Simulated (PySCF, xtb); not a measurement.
Al(Cl)2(OH) (AlCl2HO), SMILES [OH][Al]([Cl])[Cl].

GFN2-xTB in xtb at its own geometry gives an orbital gap of 4.58 eV and a dipole moment of 1.93 D.

Geometry: PBE0-D3(BJ)/def2-SVP. The geometry has at least one imaginary mode, so it is a saddle point at that level. The values are those of a single conformer.

### Question
What does PBE/def2-TZVPD in PySCF give? (Estimate from the structure and the level; the computed values follow.)

### Answer
gap 5.58 eV (levels -7.62 and -2.04 eV), dipole 2.14 D.
